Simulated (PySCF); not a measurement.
```xyz
5

N      2.0090    -0.0232    -0.7404
C      0.8682    -0.0323    -0.6521
C     -0.5939     0.0104    -0.5183
O     -1.2878    -0.9132    -0.8142
H     -0.9857     0.9607    -0.1270
```

Charge 0, multiplicity 1.

Problem. Give the Mulliken and meta-Löwdin atomic charges from PySCF with CAM-B3LYP-D3(BJ)/def2-TZVP.

Solution. 
| atom | Mulliken (e) | meta-Löwdin (e) |
|---|---|---|
| N1 | 0.06 | -0.15 |
| C2 | -0.20 | 0.07 |
| C3 | 0.18 | 0.28 |
| O4 | -0.18 | -0.32 |
| H5 | 0.14 | 0.12 |
